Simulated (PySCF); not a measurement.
C2H7AlClN, SMILES C[NH][Al]([CH3])[Cl].

Geometry optimised at B3LYP-D3(BJ)/def2-SVP. The structure was generated by enumeration; whether it is a known compound was not checked. One conformer was computed; it need not be the lowest.

Calculation: C-PCM-B3LYP/def2-SVP (PySCF 2.14.0).

The values are the electrostatic part of the solvation free energy, E(continuum) − E(gas) at the gas-phase geometry, in a cavity of scaled van der Waals radii (PySCF's table); cavitation and dispersion terms are not included. A continuum can't describe solvent molecules that bind to the metal. In vacuum the orbital gap is 6.55 eV. The dipole moment in vacuum is 2.18 D.

| solvent | ε | ΔG(elec) (kcal/mol) | dipole (D) | gap (eV) |
|---|---|---|---|---|
| water | 78.36 | -4.1 | 2.65 | 6.59 |
| dimethylsulfoxide | 46.83 | -4.0 | 2.64 | 6.59 |
| chlorobenzene | 5.70 | -3.3 | 2.56 | 6.59 |
